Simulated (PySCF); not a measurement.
## Calculated data, H3NSi, BFH3N

Calculation on a computer-drawn molecule: vertical ionisation energy to the stated ion spin, frozen-core CCSD(T) at the basis limit and cheaper methods, single-reference cases, UHF for radicals, no spin-orbit; all values are single points at the evaluated structure, the first of each entry, which is the reference or a displaced copy of it and isn't optimised; the reference structure only sets the zero of the energies above reference; triples share is (T) over the correlation energy. Program: PySCF 2.14.0.

Common to all runs: charge 0; multiplicity 1; ion multiplicity 2; diffuse functions no; reference is the Hartree-Fock double-zeta minimum; best is HF at quadruple zeta + MP2 correlation extrapolated from triple and quadruple zeta + CCSD(T) minus MP2 at triple zeta; basis step is the size of the change from the same recipe one zeta lower.

(1) H3NSi

Evaluated structure:
```xyz
5
H3NSi
N     -0.4354     0.9874    -1.2135
Si    -0.5186    -0.0633    -0.0503
H     -0.8847     1.8840    -1.1851
H     -1.2301     0.0387     1.2451
H      0.1766    -1.3490    -0.1893
```

Reference structure:
```xyz
5
H3NSi
N     -0.4358     0.9878    -1.2132
Si    -0.5190    -0.0644    -0.0489
H     -0.8866     1.8841    -1.1846
H     -1.2298     0.0392     1.2433
H      0.1778    -1.3488    -0.1899
```

| Item | Value |
| --- | --- |
| basis | cc-pV(n+d)Z |
| ionisation energy best | 10.05 eV |
| ionisation energy basis step | 0.06726 eV |
| energy above reference best | 0.05512 kcal/mol |
| energy above reference basis step | 0.007146 kcal/mol |
| ionisation energy Koopmans at triple zeta | 10.35 eV |
| ionisation energy EOM CCSD at triple zeta | 9.872 eV |
| total energy HF triple zeta | -345.1168 hartree |
| total energy CCSD(T) triple zeta | -345.4857 hartree |
| total energy best | -345.5346 hartree |
| T1 diagnostic at triple zeta | 0.01812 |
| D1 diagnostic at triple zeta | 0.04973 |
| ion T1 diagnostic at triple zeta | 0.02352 |
| ion D1 diagnostic at triple zeta | 0.07666 |
| ion spin squared at triple zeta | 0.776 |
| triples share at triple zeta | 0.04268 |
| basis functions triple zeta | 111 |
| dipole magnitude HF at triple zeta | 2.774 debye |
| dipole magnitude CCSD unrelaxed at triple zeta | 2.15 debye |
| dipole magnitude PBE at triple zeta | 1.943 debye |
| dipole magnitude r2SCAN at triple zeta | 2.074 debye |
| dipole magnitude B3LYP at triple zeta | 2.165 debye |
| dipole magnitude wB97X at triple zeta | 2.38 debye |

Drawn bonds:
```
atom  other atom  order
   1           2      2
   1           3      1
   2           4      1
   2           5      1
```

Triple zeta:
```
 method  ionisation energy (eV)  energy above reference (kcal/mol)
     HF                   8.192                          -0.002734
    PBE                    9.87                            0.04696
 r2SCAN                   9.767                            0.03585
  B3LYP                   9.866                            0.03841
  wB97X                   9.775                            0.01913
    MP2                   10.07                            0.06022
   CCSD                   9.718                            0.04441
CCSD(T)                   9.869                             0.0579
```

(2) H3NSi

Evaluated structure:
```xyz
5
H3NSi
N     -0.4753     0.9692    -1.1679
Si    -0.4950    -0.0366    -0.0289
H     -0.9264     1.9064    -1.1398
H     -1.2002     0.0696     1.2876
H      0.1400    -1.4255    -0.2032
```

Reference structure:
```xyz
5
H3NSi
N     -0.4358     0.9878    -1.2132
Si    -0.5190    -0.0644    -0.0489
H     -0.8866     1.8841    -1.1846
H     -1.2298     0.0392     1.2433
H      0.1778    -1.3488    -0.1899
```

| Property | Result |
| --- | --- |
| basis | cc-pV(n+d)Z |
| ionisation energy best | 10.1 eV |
| ionisation energy basis step | 0.06633 eV |
| energy above reference best | 4.78 kcal/mol |
| energy above reference basis step | 0.2339 kcal/mol |
| ionisation energy Koopmans at triple zeta | 10.66 eV |
| ionisation energy EOM CCSD at triple zeta | 9.924 eV |
| total energy HF triple zeta | -345.1105 hartree |
| total energy CCSD(T) triple zeta | -345.4780 hartree |
| total energy best | -345.5270 hartree |
| T1 diagnostic at triple zeta | 0.01708 |
| D1 diagnostic at triple zeta | 0.04575 |
| ion T1 diagnostic at triple zeta | 0.02567 |
| ion D1 diagnostic at triple zeta | 0.09357 |
| ion spin squared at triple zeta | 0.7741 |
| triples share at triple zeta | 0.04175 |
| basis functions triple zeta | 111 |
| dipole magnitude HF at triple zeta | 2.534 debye |
| dipole magnitude CCSD unrelaxed at triple zeta | 1.994 debye |
| dipole magnitude PBE at triple zeta | 1.794 debye |
| dipole magnitude r2SCAN at triple zeta | 1.911 debye |
| dipole magnitude B3LYP at triple zeta | 1.995 debye |
| dipole magnitude wB97X at triple zeta | 2.181 debye |

Drawn bonds:
```
atom  other atom  order
   1           2      2
   1           3      1
   2           4      1
   2           5      1
```

Triple zeta:
```
 method  ionisation energy (eV)  energy above reference (kcal/mol)
     HF                    8.31                              3.973
    PBE                   9.879                              4.213
 r2SCAN                   9.806                              4.251
  B3LYP                   9.911                              4.297
  wB97X                   9.851                              3.882
    MP2                   10.14                              5.088
   CCSD                   9.784                              4.652
CCSD(T)                   9.921                              4.918
```

(3) H3NSi

Evaluated structure:
```xyz
5
H3NSi
N     -0.4753     0.9692    -1.1679
Si    -0.4950    -0.0366    -0.0289
H     -0.9264     1.9064    -1.1398
H     -1.1489     0.0619     1.1918
H      0.1400    -1.4255    -0.2032
```

Reference structure:
```xyz
5
H3NSi
N     -0.4358     0.9878    -1.2132
Si    -0.5190    -0.0644    -0.0489
H     -0.8866     1.8841    -1.1846
H     -1.2298     0.0392     1.2433
H      0.1778    -1.3488    -0.1899
```

| Quantity | Value |
| --- | --- |
| basis | cc-pV(n+d)Z |
| ionisation energy best | 10.09 eV |
| ionisation energy basis step | 0.06734 eV |
| energy above reference best | 6.971 kcal/mol |
| energy above reference basis step | 0.1777 kcal/mol |
| ionisation energy Koopmans at triple zeta | 10.6 eV |
| ionisation energy EOM CCSD at triple zeta | 9.905 eV |
| total energy HF triple zeta | -345.1076 hartree |
| total energy CCSD(T) triple zeta | -345.4744 hartree |
| total energy best | -345.5236 hartree |
| T1 diagnostic at triple zeta | 0.01692 |
| D1 diagnostic at triple zeta | 0.04591 |
| ion T1 diagnostic at triple zeta | 0.02379 |
| ion D1 diagnostic at triple zeta | 0.08348 |
| ion spin squared at triple zeta | 0.7724 |
| triples share at triple zeta | 0.04135 |
| basis functions triple zeta | 111 |
| dipole magnitude HF at triple zeta | 2.689 debye |
| dipole magnitude CCSD unrelaxed at triple zeta | 2.15 debye |
| dipole magnitude PBE at triple zeta | 1.952 debye |
| dipole magnitude r2SCAN at triple zeta | 2.074 debye |
| dipole magnitude B3LYP at triple zeta | 2.152 debye |
| dipole magnitude wB97X at triple zeta | 2.335 debye |

Drawn bonds:
```
atom  other atom  order
   1           2      2
   1           3      1
   2           4      1
   2           5      1
```

Triple zeta:
```
 method  ionisation energy (eV)  energy above reference (kcal/mol)
     HF                   8.274                              5.764
    PBE                    9.88                               7.19
 r2SCAN                   9.795                              6.753
  B3LYP                   9.902                              6.523
  wB97X                   9.828                              6.094
    MP2                   10.11                              7.123
   CCSD                   9.763                              6.782
CCSD(T)                   9.902                               7.16
```

(4) H3NSi

Evaluated structure:
```xyz
5
H3NSi
N     -0.4753     0.9692    -1.1679
Si    -0.4950    -0.0366    -0.0289
H     -0.9264     1.9064    -1.1398
H     -1.2647     0.0793     1.4081
H      0.1400    -1.4255    -0.2032
```

Reference structure:
```xyz
5
H3NSi
N     -0.4358     0.9878    -1.2132
Si    -0.5190    -0.0644    -0.0489
H     -0.8866     1.8841    -1.1846
H     -1.2298     0.0392     1.2433
H      0.1778    -1.3488    -0.1899
```

| Quantity | Value |
| --- | --- |
| basis | cc-pV(n+d)Z |
| ionisation energy best | 10.12 eV |
| ionisation energy basis step | 0.06576 eV |
| energy above reference best | 8.374 kcal/mol |
| energy above reference basis step | 0.2416 kcal/mol |
| ionisation energy Koopmans at triple zeta | 10.74 eV |
| ionisation energy EOM CCSD at triple zeta | 9.942 eV |
| total energy HF triple zeta | -345.1035 hartree |
| total energy CCSD(T) triple zeta | -345.4724 hartree |
| total energy best | -345.5213 hartree |
| T1 diagnostic at triple zeta | 0.01742 |
| D1 diagnostic at triple zeta | 0.04556 |
| ion T1 diagnostic at triple zeta | 0.02889 |
| ion D1 diagnostic at triple zeta | 0.1097 |
| ion spin squared at triple zeta | 0.7791 |
| triples share at triple zeta | 0.04238 |
| basis functions triple zeta | 111 |
| dipole magnitude HF at triple zeta | 2.313 debye |
| dipole magnitude CCSD unrelaxed at triple zeta | 1.773 debye |
| dipole magnitude PBE at triple zeta | 1.566 debye |
| dipole magnitude r2SCAN at triple zeta | 1.677 debye |
| dipole magnitude B3LYP at triple zeta | 1.768 debye |
| dipole magnitude wB97X at triple zeta | 1.958 debye |

Drawn bonds:
```
atom  other atom  order
   1           2      2
   1           3      1
   2           4      1
   2           5      1
```

Triple zeta:
```
 method  ionisation energy (eV)  energy above reference (kcal/mol)
     HF                   8.355                              8.367
    PBE                   9.867                              6.684
 r2SCAN                   9.812                              7.358
  B3LYP                   9.916                               7.69
  wB97X                   9.877                              7.502
    MP2                   10.18                              8.957
   CCSD                   9.805                              8.324
CCSD(T)                   9.938                              8.406
```

(5) H3NSi

Evaluated structure:
```xyz
5
H3NSi
N     -0.4753     0.9692    -1.1679
Si    -0.4950    -0.0366    -0.0289
H     -0.9264     1.9064    -1.1398
H     -1.3071     0.0857     1.4872
H      0.1400    -1.4255    -0.2032
```

Reference structure:
```xyz
5
H3NSi
N     -0.4358     0.9878    -1.2132
Si    -0.5190    -0.0644    -0.0489
H     -0.8866     1.8841    -1.1846
H     -1.2298     0.0392     1.2433
H      0.1778    -1.3488    -0.1899
```

| Item | Value |
| --- | --- |
| basis | cc-pV(n+d)Z |
| ionisation energy best | 10.12 eV |
| ionisation energy basis step | 0.06595 eV |
| energy above reference best | 12.98 kcal/mol |
| energy above reference basis step | 0.2204 kcal/mol |
| ionisation energy Koopmans at triple zeta | 10.81 eV |
| ionisation energy EOM CCSD at triple zeta | 9.946 eV |
| total energy HF triple zeta | -345.0950 hartree |
| total energy CCSD(T) triple zeta | -345.4652 hartree |
| total energy best | -345.5140 hartree |
| T1 diagnostic at triple zeta | 0.01773 |
| D1 diagnostic at triple zeta | 0.04545 |
| ion T1 diagnostic at triple zeta | 0.0316 |
| ion D1 diagnostic at triple zeta | 0.1222 |
| ion spin squared at triple zeta | 0.7875 |
| triples share at triple zeta | 0.04288 |
| basis functions triple zeta | 111 |
| dipole magnitude HF at triple zeta | 2.156 debye |
| dipole magnitude CCSD unrelaxed at triple zeta | 1.618 debye |
| dipole magnitude PBE at triple zeta | 1.4 debye |
| dipole magnitude r2SCAN at triple zeta | 1.508 debye |
| dipole magnitude B3LYP at triple zeta | 1.604 debye |
| dipole magnitude wB97X at triple zeta | 1.798 debye |

Drawn bonds:
```
atom  other atom  order
   1           2      2
   1           3      1
   2           4      1
   2           5      1
```

Triple zeta:
```
 method  ionisation energy (eV)  energy above reference (kcal/mol)
     HF                    8.38                              13.69
    PBE                    9.85                              10.53
 r2SCAN                   9.807                              11.63
  B3LYP                    9.91                              12.12
  wB97X                    9.89                              12.22
    MP2                    10.2                              13.82
   CCSD                   9.812                              13.01
CCSD(T)                   9.941                              12.94
```

(6) H3NSi

Evaluated structure:
```xyz
5
H3NSi
N     -0.4495     0.9711    -1.1925
Si    -0.5324    -0.0171    -0.0602
H     -1.0644     2.1490    -1.1318
H     -1.2425     0.0003     1.1968
H      0.1611    -1.3169    -0.1834
```

Reference structure:
```xyz
5
H3NSi
N     -0.4358     0.9878    -1.2132
Si    -0.5190    -0.0644    -0.0489
H     -0.8866     1.8841    -1.1846
H     -1.2298     0.0392     1.2433
H      0.1778    -1.3488    -0.1899
```

| Property | Result |
| --- | --- |
| basis | cc-pV(n+d)Z |
| ionisation energy best | 10.14 eV |
| ionisation energy basis step | 0.05854 eV |
| energy above reference best | 34.64 kcal/mol |
| energy above reference basis step | 0.00788 kcal/mol |
| ionisation energy Koopmans at triple zeta | 10.73 eV |
| ionisation energy EOM CCSD at triple zeta | 9.932 eV |
| total energy HF triple zeta | -345.0550 hartree |
| total energy CCSD(T) triple zeta | -345.4303 hartree |
| total energy best | -345.4795 hartree |
| T1 diagnostic at triple zeta | 0.01843 |
| D1 diagnostic at triple zeta | 0.04788 |
| ion T1 diagnostic at triple zeta | 0.02677 |
| ion D1 diagnostic at triple zeta | 0.09182 |
| ion spin squared at triple zeta | 0.7828 |
| triples share at triple zeta | 0.04407 |
| basis functions triple zeta | 111 |
| dipole magnitude HF at triple zeta | 2.672 debye |
| dipole magnitude CCSD unrelaxed at triple zeta | 2.119 debye |
| dipole magnitude PBE at triple zeta | 1.924 debye |
| dipole magnitude r2SCAN at triple zeta | 2.043 debye |
| dipole magnitude B3LYP at triple zeta | 2.129 debye |
| dipole magnitude wB97X at triple zeta | 2.302 debye |

Drawn bonds:
```
atom  other atom  order
   1           2      2
   1           3      1
   2           4      1
   2           5      1
```

Triple zeta:
```
 method  ionisation energy (eV)  energy above reference (kcal/mol)
     HF                   8.331                              38.79
    PBE                   9.912                              32.72
 r2SCAN                   9.842                              34.15
  B3LYP                   9.939                                 34
  wB97X                   9.856                              35.12
    MP2                   10.18                              35.42
   CCSD                   9.809                              35.29
CCSD(T)                   9.954                              34.81
```

(7) BFH3N

Evaluated structure:
```xyz
6
BFH3N
N     -0.9549    -0.8638    -0.7140
B     -0.3295    -0.8800    -1.9522
F     -0.0982     0.2834    -2.5824
H     -1.2433    -0.0178    -0.2669
H     -1.1521    -1.6953    -0.2004
H      0.0122    -1.8983    -2.4799
```

Reference structure:
```xyz
6
BFH3N
N     -0.9549    -0.8638    -0.7140
B     -0.3295    -0.8800    -1.9522
F     -0.0982     0.2834    -2.5824
H     -1.2433    -0.0178    -0.2669
H     -1.1521    -1.6953    -0.2004
H      0.0122    -1.8983    -2.4799
```

| Item | Value |
| --- | --- |
| basis | cc-pVnZ |
| ionisation energy best | 11.48 eV |
| ionisation energy basis step | 0.06744 eV |
| energy above reference best | 0 kcal/mol |
| energy above reference basis step | 0 kcal/mol |
| ionisation energy Koopmans at triple zeta | 12.12 eV |
| ionisation energy EOM CCSD at triple zeta | 11.32 eV |
| total energy HF triple zeta | -180.4980 hartree |
| total energy CCSD(T) triple zeta | -181.1005 hartree |
| total energy best | -181.1937 hartree |
| T1 diagnostic at triple zeta | 0.01177 |
| D1 diagnostic at triple zeta | 0.03958 |
| ion T1 diagnostic at triple zeta | 0.01883 |
| ion D1 diagnostic at triple zeta | 0.09203 |
| ion spin squared at triple zeta | 0.7584 |
| triples share at triple zeta | 0.03158 |
| basis functions triple zeta | 132 |
| dipole magnitude HF at triple zeta | 2.459 debye |
| dipole magnitude CCSD unrelaxed at triple zeta | 2.439 debye |
| dipole magnitude PBE at triple zeta | 2.44 debye |
| dipole magnitude r2SCAN at triple zeta | 2.448 debye |
| dipole magnitude B3LYP at triple zeta | 2.455 debye |
| dipole magnitude wB97X at triple zeta | 2.432 debye |

Drawn bonds:
```
atom  other atom  order
   1           2      1
   2           3      1
   1           4      1
   1           5      1
   2           6      1
```

Triple zeta:
```
 method  ionisation energy (eV)  energy above reference (kcal/mol)
     HF                   9.889                                  0
    PBE                   11.21                                  0
 r2SCAN                   11.16                                  0
  B3LYP                   11.34                                  0
  wB97X                   11.32                                  0
    MP2                   11.43                                  0
   CCSD                   11.21                                  0
CCSD(T)                   11.29                                  0
```

(8) BFH3N

Evaluated structure:
```xyz
6
BFH3N
N     -0.9524    -0.7621    -0.6884
B     -0.3530    -0.9534    -1.9232
F      0.0537     0.2694    -2.6058
H     -1.2970     0.0493    -0.2837
H     -1.2609    -1.6672    -0.1964
H     -0.0679    -1.8486    -2.4943
```

Reference structure:
```xyz
6
BFH3N
N     -0.9549    -0.8638    -0.7140
B     -0.3295    -0.8800    -1.9522
F     -0.0982     0.2834    -2.5824
H     -1.2433    -0.0178    -0.2669
H     -1.1521    -1.6953    -0.2004
H      0.0122    -1.8983    -2.4799
```

| Item | Value |
| --- | --- |
| basis | cc-pVnZ |
| ionisation energy best | 11.67 eV |
| ionisation energy basis step | 0.07668 eV |
| energy above reference best | 12.83 kcal/mol |
| energy above reference basis step | 0.3784 kcal/mol |
| ionisation energy Koopmans at triple zeta | 12.34 eV |
| ionisation energy EOM CCSD at triple zeta | 11.5 eV |
| total energy HF triple zeta | -180.4733 hartree |
| total energy CCSD(T) triple zeta | -181.0798 hartree |
| total energy best | -181.1732 hartree |
| T1 diagnostic at triple zeta | 0.01284 |
| D1 diagnostic at triple zeta | 0.04296 |
| ion T1 diagnostic at triple zeta | 0.02559 |
| ion D1 diagnostic at triple zeta | 0.1338 |
| ion spin squared at triple zeta | 0.7591 |
| triples share at triple zeta | 0.03244 |
| basis functions triple zeta | 132 |
| dipole magnitude HF at triple zeta | 3.237 debye |
| dipole magnitude CCSD unrelaxed at triple zeta | 3.124 debye |
| dipole magnitude PBE at triple zeta | 3.045 debye |
| dipole magnitude r2SCAN at triple zeta | 3.091 debye |
| dipole magnitude B3LYP at triple zeta | 3.115 debye |
| dipole magnitude wB97X at triple zeta | 3.115 debye |

Drawn bonds:
```
atom  other atom  order
   1           2      1
   2           3      1
   1           4      1
   1           5      1
   2           6      1
```

Triple zeta:
```
 method  ionisation energy (eV)  energy above reference (kcal/mol)
     HF                   10.11                              15.52
    PBE                   11.26                              11.74
 r2SCAN                   11.26                               12.8
  B3LYP                   11.46                              12.43
  wB97X                   11.49                              12.81
    MP2                   11.64                               12.9
   CCSD                   11.41                              13.43
CCSD(T)                   11.47                              13.02
```
